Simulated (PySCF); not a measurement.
Species: C₈H₇N.
Numbering: `[CH:1]#[C:2]/[C:3]([CH:4]=[CH2:5])=[C:6](/[CH3:7])[C:8]#[N:9]` (hydrogens: H10 on C1; H11 on C4; H12, H13 on C5; H14, H15, H16 on C7)

Cartesian coordinates in Å at the GFN2-xTB level; atoms count from 1:
```
atom  x, y, z in Å
C1    -1.727    2.272    0.312
C2    -1.037    1.296    0.193
C3    -0.227    0.143    0.039
C4    -0.884   -1.150   -0.034
C5    -2.203   -1.312    0.023
C6     1.123    0.297   -0.041
C7     2.111   -0.819   -0.217
C8     1.671    1.592    0.037
N9     2.156    2.632    0.096
H10   -2.319    3.131    0.417
H11   -0.237   -2.009   -0.143
H12   -2.869   -0.472    0.131
H13   -2.654   -2.288   -0.036
H14    1.934   -1.345   -1.155
H15    3.124   -0.422   -0.232
H16    2.032   -1.537    0.600
```

Level of theory: CAM-B3LYP/def2-SVPD in PySCF (dipole) on a GFN2-xTB geometry, gas phase.

Masses are those of the commonest isotopes; rigid-rotor values at the optimised geometry. The values belong to one conformer with, in the numbering `[CH:1]#[C:2]/[C:3]([CH:4]=[CH2:5])=[C:6](/[CH3:7])[C:8]#[N:9]`, C2–C3–C4–C5 1°.

Question: Give the principal moments of inertia and the rotational constants in MHz.

Answer: Ia = 215.65, Ib = 359.64, Ic = 572.13 u·Å²; 505379 MHz·u·Å²/I gives A = 2344, B = 1405, C = 883.3 MHz.

Question: Classify the top.

Answer: An asymmetric top. Ray's parameter κ = (2B − A − C)/(A − C) = -0.285; −1 is the prolate and +1 the oblate limit.

Question: Is it planar, by Δ = Ic − Ia − Ib?

Answer: Not planar: Δ = Ic − Ia − Ib = -3.16 u·Å². For a rigid frame Δ = −2 Σ m c², so Σ m c² = 1.58 u·Å² lies off the ab plane, practically all of it from hydrogen. The atom farthest from that plane is 0.91 Å away.

Question: Which lines would a microwave search look for?

Answer: The dipole components are |μa| = 3.71 D, |μb| = 2.34 D, |μc| = 0.02 D. Intensities carry the squares of the components, which stand as 1.00 : 0.40 : 0.00 (a : b : c). Some lines, for components of 0.1 D or more:

```
type  branch         J(Ka,Kc)    MHz  lower level (cm⁻¹)
   a       Q  1(1,0) ← 1(1,1)    522               0.108
   a       Q  3(1,2) ← 3(1,3)   3097               0.443
   b       Q  4(2,2) ← 4(1,3)   3284               0.871
   b       R  2(0,2) ← 1(1,1)   3474               0.108
   b       Q  3(3,1) ← 3(2,2)   6087               0.618
   a       R  3(1,2) ← 2(1,1)   7523               0.295
   b       Q  5(2,4) ← 5(1,5)   7822               1.028
   a       R  4(3,2) ← 3(3,1)   9405               0.821
   b       R  3(3,1) ← 2(2,0)  12788               0.395
   b       R  4(3,2) ← 3(2,1)  14754               0.643
   b       R  5(4,1) ← 4(3,2)  20041               1.135
   b       R  5(5,1) ← 4(4,0)  22260               1.408
```

Stationary, but not proved a minimum. Constants of a rigid frame at the computed geometry: no zero-point averaging, no centrifugal distortion. A rigid rotor knows nothing of internal rotation, which can split or shift real lines. Quadrupole hyperfine structure (14N) is left out.
